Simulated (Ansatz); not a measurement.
Reaction (cleavage of the Si–Al bond): `[OH][Al]([Cl])[SiH2]Cl` + H₂S → `S[SiH2]Cl` + `[OH][AlH][Cl]`

Computed with Ansatz on PBE0-D4/def2-TZVP structures; ΔE is electronic, products minus reactants. CCSD(T)/CBS adds triple-zeta CCSD(T) − MP2 to the extrapolated MP2 energy (def2 sets, frozen cores). This one scheme is used for every species. Functionals use def2-TZVPP. B3LYP here is the variant with VWN-RPA as its local correlation; programs differ in this. HSE06 is defined as in plane-wave codes. One conformer a species, not always the lowest.

| level | ΔE (kcal/mol) | difference from CCSD(T)/CBS |
| --- | --- | --- |
| LDA (SPW92) | -12.3 | 1.5 |
| PBE-D4 | -11.6 | 2.2 |
| revPBE-D4 | -12.2 | 1.6 |
| BLYP-D4 | -12.7 | 1.1 |
| r2SCAN-D4 | -14.0 | -0.2 |
| B97M-V | -16.1 | -2.3 |
| PBE0-D4 | -12.3 | 1.5 |
| B3LYP-D4 | -13.1 | 0.7 |
| r2SCANh-D4 | -14.1 | -0.3 |
| r2SCAN0-D4 | -14.2 | -0.4 |
| HSE06-D4 | -12.3 | 1.5 |
| BHLYP-D4 | -13.8 | 0.0 |
| CAM-B3LYP-D4 | -13.6 | 0.2 |
| ωB97X-V | -13.6 | 0.2 |
| ωB97M-V | -15.2 | -1.4 |
| B2PLYP | -14.3 | -0.5 |
| PBE-QIDH | -14.2 | -0.4 |
| BLYP | -12.8 | 1.0 |
| PBE0 | -12.6 | 1.2 |
| B3LYP | -13.4 | 0.4 |
| r2SCAN0 | -14.4 | -0.6 |
| HSE06 | -12.6 | 1.2 |
| BHLYP | -14.4 | -0.6 |
| CAM-B3LYP | -14.0 | -0.2 |
| LC-ωPBE | -13.4 | 0.4 |
| RPA@PBE/def2-TZVPP | -12.4 | 1.4 |
| HF/def2-SVP | -13.9 | -0.1 |
| MP2/def2-SVP | -14.4 | -0.6 |
| CCSD/def2-SVP | -12.2 | 1.6 |
| CCSD(T)/def2-SVP | -12.2 | 1.6 |
| HF/def2-TZVPP | -15.1 | -1.3 |
| MP2/def2-TZVPP | -15.7 | -1.9 |
| SCS-MP2/def2-TZVPP | -15.2 | -1.4 |
| CCSD/def2-TZVPP | -13.2 | 0.6 |
| CCSD(T)/def2-TZVPP | -13.2 | 0.6 |
| HF/def2-QZVPP | -15.2 | -1.4 |
| MP2/def2-QZVPP | -16.1 | -2.3 |
| SCS-MP2/def2-QZVPP | -15.6 | -1.8 |
| HF/CBS(def2) | -15.2 | -1.4 |
| MP2/CBS(def2) | -16.4 | -2.6 |
| CCSD(T)/CBS | -13.8 | 0 |

Largest T1 diagnostic among the species: 0.011.

From BLYP to BHLYP (50 % exact exchange), in def2-TZVPP and without D4, ΔE moves by −1.5 kcal/mol. At CCSD(T), def2-SVP lies +1.6 kcal/mol from the extrapolated value and def2-TZVPP +0.6 kcal/mol. Leaving LDA and LC-ωPBE aside and taking each functional with its dispersion term where it has one, the values spread over 4.5 kcal/mol, from B97M-V to PBE-D4.
